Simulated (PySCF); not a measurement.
Members of one series of related molecules.

All values: wB97X-D/def2-SVPD (PySCF) at GFN2-xTB geometries, gas phase, one conformer each. Core orbitals are frozen in the response; Δα² is half the sum of the squared differences of the principal polarisabilities.

Question: Rank by polarisability anisotropy Δα, highest first.
A. `P#Cn1cccc1`
B. `P#Cc1ccsc1`
C. `[P:1]#[C:2][CH:3]1[CH2:4][CH2:5][CH2:6]1` with C2–C3–C4–C5 129°, C3–C4–C5–C6 -11°, C4–C5–C6–C3 11°, C2–C3–C6–C5 -130°
D. `NC#P`
E. `CC1=CC=CC=C1C#P`
F. `C#CC#P`

Answer: E (14.97 Å³), B (14.47 Å³), A (12.10 Å³), F (11.67 Å³), C (6.82 Å³), D (5.32 Å³).

Question: Rank by HOMO–LUMO gap, lowest first.
A. `C(#P)c1ccsc1` (C5H3PS)
B. `C(N)#P` (CH2NP)
C. `P#CC1CCC1` (C5H7P)
D. `FC(F)(F)C#P` (C2F3P)
E. `C#CC#P` (C3HP)

Answer: A (8.11 eV), E (8.55 eV), B (8.91 eV), C (9.84 eV), D (10.11 eV).

All values together:

| SMILES | change | formula | μ (D) | HOMO (eV) | LUMO (eV) | α (Å³) | Δα (Å³) | electrons | α per electron (Å³) |
| --- | --- | --- | --- | --- | --- | --- | --- | --- | --- |
| P#CN1CCCC1 | parent | C5H8NP | 3.95 | -7.45 | 1.03 | 13.75 | 8.43 | 60 | 0.229 |
| Cc1ccccc1C#P | N-pyrrolidinyl replaced by o-tolyl | C8H7P | 1.67 | -8.31 | -0.32 | 18.32 | 14.97 | 70 | 0.262 |
| C#CC#P | N-pyrrolidinyl replaced by ethynyl | C3HP | 0.87 | -9.13 | -0.58 | 9.63 | 11.67 | 34 | 0.283 |
| FC(F)(F)C#P | N-pyrrolidinyl replaced by CF3 | C2F3P | 2.53 | -10.84 | -0.73 | 7.35 | 4.29 | 54 | 0.136 |
| P#CC1CCC1 | N-pyrrolidinyl replaced by cBu | C5H7P | 1.95 | -9.07 | 0.77 | 12.13 | 6.82 | 52 | 0.233 |
| P#Cc1ccsc1 | N-pyrrolidinyl replaced by 3-thienyl | C5H3PS | 1.46 | -8.32 | -0.21 | 15.75 | 14.47 | 64 | 0.246 |
| P#Cn1cccc1 | N-pyrrolidinyl replaced by N-pyrrolyl | C5H4NP | 0.86 | -8.46 | 0.34 | 13.81 | 12.10 | 56 | 0.247 |
| CC(C)C#P | N-pyrrolidinyl replaced by iPr | C4H7P | 1.71 | -9.22 | 0.80 | 10.88 | 5.50 | 46 | 0.236 |
| NC#P | N-pyrrolidinyl replaced by NH2 | CH2NP | 3.00 | -8.03 | 0.88 | 6.84 | 5.32 | 30 | 0.228 |
| Fc1ccccc1C#P | N-pyrrolidinyl replaced by 2-FC6H4 | C7H4FP | 2.63 | -8.54 | -0.50 | 16.64 | 15.14 | 70 | 0.238 |

Conformers: `[P:1]#[C:2][N:3]1[CH2:4][CH2:5][CH2:6][CH2:7]1` with C2–N3–C4–C5 115°, N3–C4–C5–C6 22°, C4–C5–C6–C7 -1°, C5–C6–C7–N3 -20°; `[P:1]#[C:2][CH:3]1[CH2:4][CH2:5][CH2:6]1` with C2–C3–C4–C5 129°, C3–C4–C5–C6 -11°, C4–C5–C6–C3 11°, C2–C3–C6–C5 -130°.

Question: Give the shifts from the parent, `P#CN1CCCC1`.

Answer: 
```csv
SMILES,change in μ (D),change in HOMO (eV),change in LUMO (eV),change in mean α (Å³)
Cc1ccccc1C#P,-2.28,-0.86,-1.35,+4.57
C#CC#P,-3.08,-1.68,-1.61,-4.12
FC(F)(F)C#P,-1.42,-3.39,-1.76,-6.40
P#CC1CCC1,-2.00,-1.62,-0.26,-1.62
P#Cc1ccsc1,-2.49,-0.87,-1.24,+2.00
P#Cn1cccc1,-3.09,-1.01,-0.69,+0.06
CC(C)C#P,-2.24,-1.77,-0.23,-2.87
NC#P,-0.95,-0.58,-0.15,-6.91
Fc1ccccc1C#P,-1.32,-1.09,-1.53,+2.89
```

Question: How closely does the mean polarisability follow the number of electrons in this set?

Answer: The correlation coefficient is 0.86; α per electron runs from 0.136 to 0.283 Å³.
